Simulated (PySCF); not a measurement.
hydrogen bromide, BrH, SMILES Br, point group C∞v.

Force field and properties: PBE0/pcSseg-2 (PySCF, grid level 2). Vibrational terms come from second-order perturbation theory with semi-diagonal cubic constants, by steps of ±0.6 along the normal coordinates of each isotopologue. The parent has the commonest isotopes.

Equilibrium geometry (Å):

| atom | x | y | z |
| --- | --- | --- | --- |
| Br1 | 0.7155 | -0.0108 | -0.0123 |
| H2 | -0.7045 | 0.0159 | -0.0443 |

(1) Give the equilibrium and ground-state rotational constants (MHz) of parent; ²H at 2; ⁸¹Br at 1; ⁸¹Br at 1, ²H at 2.

(2) And its quartic centrifugal distortion constants from the harmonic force field?

## Answers

(1) 
| species | Be | B0 | harmonic ZPE (cm⁻¹) |
| --- | --- | --- | --- |
| parent | 251640 | 248320 | 1332 |
| ²H at 2 | 127500 | 126310 | 948 |
| ⁸¹Br at 1 | 251560 | 248240 | 1332 |
| ⁸¹Br at 1, ²H at 2 | 127420 | 126230 | 948 |

(2) Linear top: D = 9990 kHz.
